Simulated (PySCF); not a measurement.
C2H6N, SMILES CC[NH], multiplicity 2. Geometry optimised at r2SCAN-D4/def2-TZVP. The isomer is the one that the SMILES or the coordinates give; other isomers of the formula were not compared. One conformer was computed; it need not be the lowest.

Computed equilibrium geometry at r2SCAN-D4/def2-TZVP (PySCF confirms it by a frequency run) as bond lengths and angles, and its point group (one conformer of several):
point group Cs.
Atoms: C1 C2 N3 H4 H5 H6 H7 H8 H9. Bond lengths (Å): C1–C2 1.519, C1–H4 1.092, C1–H5 1.092, C1–H6 1.092, C2–N3 1.436, C2–H7 1.105, C2–H8 1.105, N3–H9 1.027. Bond angles (°): C2–C1–H4 111.2, C2–C1–H5 110.3, C2–C1–H6 110.3, H4–C1–H5 108.5, H4–C1–H6 108.5, H5–C1–H6 107.9, C1–C2–N3 111.9, C1–C2–H7 110.5, C1–C2–H8 110.5, N3–C2–H7 109.7, N3–C2–H8 109.7, H7–C2–H8 104.3, C2–N3–H9 106.8.
Charge 0, spin multiplicity 2.
